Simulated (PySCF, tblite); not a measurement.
Isomers of C7H14NP. Computed with GFN2-xTB (tblite): harmonic, unscaled wavenumbers at the GFN2-xTB geometry, gas phase. Errors from tens to a few hundred cm⁻¹ against measured bands are possible. Modes of hydrogen on phosphorus can be 10 to 20 % off. One conformer each.

Electronic energies: PBE0/pcSseg-1 single points on the GFN2-xTB geometries (PySCF, gas phase).

```tsv
SMILES	electronic energy, lowest = 0 (kcal/mol)
CC(C)CPCCC#N	0.5
CC1=CCCP1N(C)C	0.0
C=CP(C)N1CCCC1	12.4
```

How do GFN2-xTB zero-point energies change the relative energies?

| SMILES | ZPE (kcal/mol) | of it from modes above 1550 cm⁻¹ | electronic (kcal/mol) | with ZPE, lowest = 0 (kcal/mol) | lowest mode (cm⁻¹) | rings |
| --- | --- | --- | --- | --- | --- | --- |
| CC1=CCCP1N(C)C | 122.6 | 61.9 | 0.0 | 0.9 | 26 | 1 |
| CC(C)CPCCC#N | 121.3 | 62.0 | 0.5 | 0.0 | 28 | 0 |
| C=CP(C)N1CCCC1 | 123.0 | 62.5 | 12.4 | 13.7 | 42 | 1 |

The zero-point energies span 1.7 kcal/mol, from `CC(C)CPCCC#N` to `C=CP(C)N1CCCC1`. With it `CC(C)CPCCC#N` becomes the lowest.

And how do the electronic energies of GFN2-xTB itself compare?

`CC1=CCCP1N(C)C` 0.0; `CC(C)CPCCC#N` 21.2; `C=CP(C)N1CCCC1` 5.6 kcal/mol, lowest = 0. Against the energies above, taken from the same isomer `CC1=CCCP1N(C)C`, the largest difference is 20.7 kcal/mol.

What do entropy and thermal enthalpy add at 298.15 K and 1 bar (rigid rotor, harmonic oscillator, one conformer each)?

| SMILES | point group | symmetry number | S (cal/(mol K)) | H − H(0) (kcal/mol) | ZPE + H − H(0) − TS (kcal/mol) |
| --- | --- | --- | --- | --- | --- |
| CC1=CCCP1N(C)C | C1 | 1 | 105.7 | 7.84 | 98.9 |
| CC(C)CPCCC#N | C1 | 1 | 111.1 | 8.18 | 96.3 |
| C=CP(C)N1CCCC1 | C1 | 1 | 104.5 | 7.51 | 99.4 |
